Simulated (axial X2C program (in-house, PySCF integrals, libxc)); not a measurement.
**Worked dissociation energy of LiSr: CCSD(T), spin-free**

Calculated with an axial X2C code built on PySCF integrals. Spin-free means the one-electron spin-free X2C Hamiltonian. Basis: Sr dyall-cv3z [13s12p8d5f1g], Li dyall-cv3z [7s8p2d] (cores contracted in-house); Gaussian nuclei, density fitting, unrestricted open shells. Masses: Sr 87.906 u, Li 7.016 u.

Molecular state: M_S = 1/2, Λ = 0 (beyond evenly filled blocks: σα).

Correlated methods: 11 electrons correlated (number of frozen shells: Sr 3 s, 2 p, 1 d; Li 1 s), 237 virtual spin orbitals or spinors in MP2, 89 natural virtuals in coupled cluster.

```
E(Sr) (2M_S = 0, M_L = 0) : -3177.617905 hartree
E(Li) (2M_S = 1, M_L = 0) : -7.433417 hartree
E(LiSr) at Re             : -3185.060133 hartree
ωe                        : 174.0 cm⁻¹
ωexe                      : 3.36 cm⁻¹
```

(1) Work out De and D0.

The state is a single determinant with fixed occupations, the lowest that a limited PBE0 search found. Dissociation energies refer to the lowest single-determinant-based atoms at the same level and basis. Coupled cluster ran in a truncated set of natural virtual spinors; the MP2 energy of the rest was added. (T) has no such correction and the atoms are truncated less, which lowers De at CCSD(T) by a hundredth of an eV or more. The determinant is spin-polarised beyond a pure state at some levels (its spin-free form has ⟨S²⟩ too high), which makes Re and μ there less reliable. The T1 diagnostic is large, a sign of multireference character.

The bond is weak, and without diffuse functions and with truncated virtuals even CCSD(T) can be tens of per cent off in De.

Each atomic determinant is the lowest at this level and need not be a pure term. Totals compare only within one Hamiltonian and basis.

Answers

(1) De = -3177.617905 + (-7.433417) − (-3185.060133) = 0.00881 hartree = 0.240 eV. The zero-point energy is ωe/2 − ωexe/4 = 86 cm⁻¹ = 0.011 eV, so D0 = 0.229 eV.
